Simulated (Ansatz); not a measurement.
Two isomers of C2H6BClOSi: A = `C=C(O)B([SiH3])Cl`, B = `C=C[SiH2]B(O)Cl`.

Calculated with Ansatz (gas phase, PBE0-D4/def2-TZVP geometries, no zero-point term in ΔE). CBS: MP2 limit from def2 TZ/QZ plus the TZ coupled-cluster correction, frozen cores. DFT in def2-TZVPP. B3LYP here is the variant with VWN-RPA as its local correlation; programs differ in this. One conformer a species, not always the lowest.

(1) Which is lower in electronic energy at CCSD(T)/CBS, and by how much? (Best estimate.)

(2) Give E(B) − E(A) in kcal/mol with PBE-D4, CCSD/def2-TZVPP, B3LYP, MP2/def2-TZVPP, PBE0-D4, ωB97M-V, B2PLYP. (Estimate.)

Largest T1 diagnostic: 0.014.

## Answers

(1) The calculation gave: B, by 41.2 kcal/mol.

(2) Computed: PBE-D4 -37.4, CCSD/def2-TZVPP -41.3, B3LYP -39.6, MP2/def2-TZVPP -41.8, PBE0-D4 -38.8, ωB97M-V -40.7, B2PLYP -40.5. None reverses the order clearly.

From PBE to PBE0 (25 % exact exchange), in def2-TZVPP and without D4, E(B) − E(A) moves by −1.4 kcal/mol.
